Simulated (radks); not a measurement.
The mean radii <r> (bohr) of the occupied orbitals of an atom or ion are listed with their occupations. All-electron calculation, scalar-relativistic Kohn-Sham, BLYP, spin-unpolarised, spherical densities, point nucleus. Program: a radial shooting solver on a logarithmic mesh with Libxc functionals.

orbital  occ.      <r>
1s          2  0.02409
2s          2   0.1031
2p          6  0.09054
3s          2   0.2724
3p          6   0.2705
3d         10   0.2475
4s          2   0.6225
4p          6   0.6595
4d         10   0.7275
5s          2    1.506
5p          6    1.765
6s          1    4.060
4f          3    1.179

Name the element and its charge.

Answer. Z = 59, praseodymium, charge +1: Pr+ in [Xe] 4f3 6s1. The 1s radius gives Z: for a bare nucleus <r> = (2 gamma + 1)/(2Z) with gamma = sqrt(1 - (Z/c)^2), 0.02377 bohr for Z = 59, and screening makes it slightly larger (0.02409 here). The occupations add up to 58, and the charge is Z minus that.
